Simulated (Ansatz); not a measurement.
`[CH3][Ta]([CH3])(=[NH])[NH2]` at its PBE0-D4/def2-TZVP geometry, where that method's forces vanish. Total charge 0; spin multiplicity 1. Ta: def2 effective core potential.

```xyz
14

C    -1.6459   -1.1149    0.2461
Ta    0.1147    0.1601    0.2920
C     1.4157   -0.3612   -1.3702
N     0.9867   -0.1654    1.7910
N    -0.3696    2.0790    0.2696
H    -1.3357   -2.1666    0.2072
H    -2.2892   -1.0005    1.1229
H    -2.2534   -0.9129   -0.6462
H     1.6159   -1.4399   -1.3539
H     2.3836    0.1468   -1.3420
H     0.9389   -0.1248   -2.3308
H     1.4867   -0.3751    2.6379
H    -0.1700    2.7731    0.9730
H    -0.8782    2.5022   -0.4966
```

(1) What forces (eV/Å) does B3LYP-D4/def2-TZVPP give on these atoms in Ansatz 0.2.0? (Best estimate.)

Answers

(1) Ansatz gave: 
```
C1  -0.182 -0.136 -0.010
Ta2 -0.071 -0.006 -0.144
C3   0.130 -0.059 -0.176
N4   0.206 -0.086  0.351
N5  -0.055  0.187 -0.016
H6  -0.024  0.038  0.000
H7   0.017 -0.014 -0.044
H8   0.016 -0.013  0.037
H9  -0.002  0.044 -0.012
H10 -0.039 -0.027 -0.015
H11  0.026 -0.011  0.031
H12  0.000  0.002  0.003
H13 -0.011  0.039 -0.004
H14 -0.011  0.044 -0.001
```

B3LYP here is the variant with VWN-RPA as its local correlation; programs differ in this.
